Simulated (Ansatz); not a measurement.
The same path of C$_{2}$H$_{8}$Sn (11 atoms, charge 0, multiplicity 1) was run twice with different band settings. Lost on the way: Sn1–H2, Sn1–C3. Made: H2–C3.

These are results of RKS PBE0-D4/def2-SVP in Ansatz 0.2.0, not measurements.

Relaxed end points:

```xyz
11
Properties=species:S:1:pos:R:3
Sn 0.097 -0.075 0.305
H -0.454 -0.306 1.918
C 2.241 0.124 0.291
H 2.714 -0.784 0.691
H 2.595 0.285 -0.737
H 2.545 0.982 0.908
C -0.806 1.697 -0.521
H -1.895 1.569 -0.605
H -0.601 2.562 0.126
H -0.395 1.897 -1.521
H -0.360 -1.445 -0.630
```

```xyz
11
Properties=species:S:1:pos:R:3
Sn -1.000 -0.407 0.318
H 1.440 0.074 1.536
C 2.164 0.073 0.704
H 3.027 -0.533 1.006
H 1.736 -0.362 -0.213
H 2.473 1.107 0.500
C -0.925 1.650 -0.477
H -1.712 1.749 -1.245
H -1.103 2.402 0.305
H 0.038 1.852 -0.970
H -0.455 -1.099 -1.239
```

Common settings: spring 5.0 eV/Å²; optimiser quadratic models (default); start path through a guess of the saddle point; force threshold 0.03 eV/Å; iteration limit 60; end points relaxed.

| run | movable images | climbing image |
| --- | --- | --- |
| 1 | 7 | yes |
| 2 | 1 | no |

Problem. What does each run give, and how far can it be trusted?

Solution. Run 1: converged after 19 iterations, highest image 2.374 eV above the first end. Neighbouring images differ by up to 1.5 eV, so the band resolves the path poorly. A vibrational analysis at the climbing image gives one clearly imaginary mode, 1151i cm⁻¹: a first-order saddle point.
Run 2: converged after 22 iterations, highest image 0.399 eV above the first end. No image climbed, so the highest image needn't sit at the top of the path. A band with more images between the same ends climbed to 2.37 eV, so this one has probably stepped over the top. So few images can step over the top or miss a turn of the path.
The orbitals stay closed-shell, which can raise the energy where a bond breaks towards radicals; this wasn't checked here.
